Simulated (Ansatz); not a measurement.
Gas-phase reaction (SMILES): [Br][Cd][Br] -> [Br][Cd] + Br atom; the Br-Cd bond at the site shown breaks (other sites are not compared here).

Structures are relaxed separately at B3LYP-D3(BJ)/def2-TZVP in Ansatz (a program for electronic structure). Valence correlation only, unless marked. UHF or UKS for open shells. No spin-orbit coupling. The frozen core is the preceding noble-gas configuration, with the filled d and f shells of earlier blocks. In def2 rows, elements after Kr have scalar-relativistic effective core potentials. CBS(X,Y): correlation extrapolated as X^-3; Hartree-Fock from the larger set. [CCSD(T)-MP2]/basis is that difference in the basis named. [Br][Cd]: The spin state was set by rule; other spins were not relaxed. Thermal terms are rigid-rotor harmonic-oscillator values from B3LYP-D3(BJ) frequencies (Ansatz) at 298.15 K and 1 atm. 1 Eh = 627.5095 kcal/mol. Atoms have translation alone.

| species | E, RI-MP2/CBS(def2-TZVPPD,def2-QZVPPD)+[CCSD(T)-MP2]/def2-TZVPPD (Ansatz) (Eh) | E, PBE/def2-TZVPD (Ansatz) (Eh) | H - E (Eh) |
|---|---|---|---|
| [Br][Cd][Br] | -5312.83853 | -5315.41783 | 0.00733 |
| [Br][Cd] | -2740.07061 | -2741.56882 | 0.00432 |
| Br atom | -2572.63320 | -2573.72119 | 0.00236 |

Q: Work out ΔE and ΔH at 298.15 K at the first level, then ΔH at the second.

A: 
1. ΔE = [(-2740.07061) + (-2572.63320)] - [(-5312.83853)] = 0.13472 Eh = 84.5 kcal/mol at RI-MP2/CBS(def2-TZVPPD,def2-QZVPPD)+[CCSD(T)-MP2]/def2-TZVPPD.
2. The terms H - E add up to -0.00065 Eh, so ΔH = (0.13472 + (-0.00065))×627.5095 = 84.1 kcal/mol.
3. At PBE/def2-TZVPD the same steps give ΔE = 80.2 and ΔH = 79.8 kcal/mol, a shift of -4.3 from the first level.
4. These values are not checked against measurement here, since the tables used lack a sound gas-phase enthalpy of formation for at least one species.
